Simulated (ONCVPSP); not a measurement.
**Debugging a pseudopotential input (tungsten (W), ONCVPSP 4.0.1)**

Command:

```bash
oncvpsp.x < W.dat > W.out
```

Input:

```
# ATOM AND REFERENCE CONFIGURATION
# atsym  z   nc   nv     iexc    psfile
  W 74.00   10    4        4      upf
#
#   n    l    f
    1    0    2.00
    2    0    2.00
    2    1    6.00
    3    0    2.00
    3    1    6.00
    3    2   10.00
    4    0    2.00
    4    1    6.00
    4    2   10.00
    4    3   14.00
    5    0    2.00
    5    1    6.00
    5    2    4.00
    6    0    2.00
#
# PSEUDOPOTENTIAL AND OPTIMIZATION
# lmax
    2
#
#   l,   rc,      ep,       ncon, nbas, qcut
    0    1.75    0.00    4    8    8.80
    1    2.05    0.00    4    7    8.30
    2    2.20    0.00    3    7    8.50
#
# LOCAL POTENTIAL
# lloc, lpopt,  rc(5),   dvloc0
    4    1    1.20    1.00
#
# VANDERBILT-KLEINMAN-BYLANDER PROJECTORs
# l, nproj, debl
    0    4    2.70
    1    2    3.80
    2    2    1.80
#
# MODEL CORE CHARGE
# icmod, fcfact, rcfact
    0    0.00    0.00
#
# LOG DERIVATIVE ANALYSIS
# epsh1, epsh2, depsh
   -4.00    5.00    0.02
#
# OUTPUT GRID
# rlmax, drl
    6.00    0.01
#
# TEST CONFIGURATIONS
# ncnf
    4
# nvcnf
#   n    l    f
    4
    5    0    2.00
    5    1    6.00
    5    2    4.00
    6    0    1.00
#
    4
    5    0    2.00
    5    1    6.00
    5    2    4.00
    6    0    0.00
#
    4
    5    0    2.00
    5    1    6.00
    5    2    3.00
    6    0    0.00
#
    4
    5    0    2.00
    5    1    6.00
    5    2    2.00
    6    0    0.00
#
```

This is an input that runs to its end, with one change: nproj of l = 0 set to 4.

Question: How does the run end?

Answer: The program runs through. Ghost flags: GHOST(+) s at 628.5 eV; the largest excitation error among the 3 tests with output is 2.23 meV, against 2.07 meV for the unchanged input. Messages: WARNING no output for configuration 5; psatom: WARNING lschvkbb convergence error n,l,iter= 3 2 4; run_config: WARNING for fully non-local PS atom, stg. 1.

```
   4   1  6.0000  -16.16181158
   4   2 10.0000   -9.35356450
   4   3 14.0000   -1.81143461
   5   0  2.0000   -3.49679521   -3.49775307   -9.58D-04
   5   1  6.0000   -2.17922323   -2.17962331   -4.00D-04
   5   2  4.0000   -0.73062511   -0.73030271    3.22D-04

    Total energies and differences
      AE_ref= -1.61425134D+04  AE_tst= -1.61416107D+04  dif=  9.03D-01
      PS_ref= -6.81933673D+01  PS_tst= -6.72907095D+01  dif=  9.03D-01
      PSP excitation error=  2.85D-05

Test configuration 3

   n   l     f        eae           eps        diff
   1   0  2.0000-2555.09139038
   2   0  2.0000 -441.88462466
   2   1  6.0000 -386.54100199
   3   0  2.0000 -102.59157382
   3   1  6.0000  -86.20512918
   3   2 10.0000  -67.37199265
   4   0  2.0000  -22.01305344
   4   1  6.0000  -16.63916079
   4   2 10.0000   -9.83111873
   4   3 14.0000   -2.28795387
   5   0  2.0000   -3.96754052   -3.97060870   -3.07D-03
   5   1  6.0000   -2.63955155   -2.64172734   -2.18D-03
   5   2  3.0000   -1.14320517   -1.14322116   -1.60D-05

    Total energies and differences
      AE_ref= -1.61425134D+04  AE_tst= -1.61406779D+04  dif=  1.84D+00
      PS_ref= -6.81933673D+01  PS_tst= -6.63579845D+01  dif=  1.84D+00
      PSP excitation error=  8.20D-05

Test configuration 4

psatom: WARNING lschvkbb convergence error n,l,iter=   3   2   4
ea(ii),et,emin,emax -1.796049E-01 -1.975654E-01 -1.975654E-01 -1.975654E-01
run_config: WARNING for fully non-local PS atom, stg. 1
 WARNING no output for configuration 5
```
